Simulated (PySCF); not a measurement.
## UHF on Sb⁺ (antimony, charge +1)

Configuration: [Kr] 4d10 5s2 5p2, high-spin 3P determinant. Computed with PySCF 2.14 in aug-cc-pVTZ-PP with one added diffuse shell each of d, f type with ECP28MDF (6s5p5d3f, 67 functions), with scalar relativity through the core potential.

```
Total energy                                                  : -238.962345 hartree
One-electron energy                                           : -412.4710 hartree
Hartree (Coulomb) energy                                      : 191.7278 hartree
Exchange energy                                               : -18.2191 hartree
⟨S²⟩                                                          : 2.0099
⟨L²⟩                                                          : 2.027
Sum of ⟨r⟩                                                    : 26.92 bohr
Sum of ⟨r²⟩                                                   : 46.09 bohr²
Traceless quadrupole moment −½Σ⟨3z² − r²⟩ along its main axis : 3.33 e·bohr²
```

```csv
shell,electrons,mean orbital energy (eV),spread (eV),"rms radius, mean of both spins (bohr)"
4s α,1,-186.25,0,0.849
4s β,1,-185.97,0,0.849
4p α,3,-133.64,0.152,0.917
4p β,3,-133.35,0.602,0.917
4d α,5,-52.743,0.412,1.10
4d β,5,-52.480,0.675,1.10
5s α,1,-26.708,0,2.36
5s β,1,-22.295,0,2.36
5p α,2,-16.391,0,2.85
```

Energies and moments cover only the electrons outside the core potential.
